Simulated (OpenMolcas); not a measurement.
## W⁴⁺: effect of the active space

| Item | Value |
| --- | --- |
| Program | OpenMolcas 26.06 |
| Method | CASSCF or its RAS form |
| Basis | ANO-RCC-VTZP |
| Scalar Hamiltonian | DKH2, point nucleus |
| Spin-orbit coupling | RASSI with atomic mean-field integrals over the reference wave functions, term energies averaged over their components |

A. 2 electrons in 5 orbitals (5d); 2S+1 = 3 even, 10 roots; 2S+1 = 1 even, 15 roots; cost about 23 core-seconds
B. 8 electrons in 8 orbitals (RAS1 5p, at most 2 holes; RAS2 5d); 2S+1 = 3 even, 10 roots; 2S+1 = 1 even, 15 roots; cost about 40 core-seconds
C. 2 electrons in 10 orbitals (5d 6d); 2S+1 = 3 even, 10 roots; 2S+1 = 1 even, 15 roots; cost of the order of 30 core-seconds

Energies in cm-1 above 5d2 3F2, the measured ground level; measured values from the list in J. Phys. B 45, 065001 (2012).

```tsv
Level	A	B	C	Measured
5d2 3F2	0.0	0.0	0.0	0.0
5d2 3F3	6160	6659	6206	
5d2 3F4	11710	12507	11768	11519
5d2 3P0	14834	14397	14829	12839
5d2 1D2 [53 %]	16066	15953	16013	
5d2 3P1	18222	18200	18178	16331
5d2 1G4	24782	25798	24669	22346
5d2 3P2 [60 %]	25095	25448	25028	22615
5d2 1S0	50134	47692	49448	43110
```

Deviations, from unrounded energies. A percentage is the sum of absolute deviations over the sum of measured energies, with the sign that they share, or ± where signs differ.

```json
{"Against measurement": "mean absolute deviation (cm-1)", "Levels": "6", "A": "2700", "B": "2500", "C": "2500"}
{"Against measurement": "fine structure of the ground term (%)", "Levels": "1", "A": "+1.7", "B": "+8.6", "C": "+2.2"}
{"Against measurement": "other terms of the ground configuration (%)", "Levels": "5", "A": "+13.5", "B": "+12.2", "C": "+12.7"}
```

B, C lie about equally close to measurement and A furthest from it. The largest miss of C in the table is 5d2 1S0, by +6300 cm-1. The ranking rests on the paired levels alone, and a cruder setting can come out closer through cancelling errors.

Among A to C the level of the table that moves most is 5d2 1S0, by 2400 cm-1 (lowest in B, highest in A).

Without dynamic correlation excited terms often stand tens of per cent too high (terms of higher spin than the ground term too low), and those without a measured partner can miss by more than the paired ones. Active for correlation alone: 5p; no level in the range computed is led by a configuration that opens it, so any true level of that kind is missing (holds for B). Active for correlation alone: 6d; no level in the range computed is led by a configuration that fills it, so any true level of that kind is missing (holds for C). Measured partners are found by configuration, term and J. A level has none where our copy of the source lacks it or the pairing is in doubt (some pairs that miss far off the trend of their configuration count as doubtful), and it then counts in no deviation. Levels of configurations outside the active space are missing.

A share in square brackets marks a mixed level and gives the weight of the term that names it, the lowest over the columns.
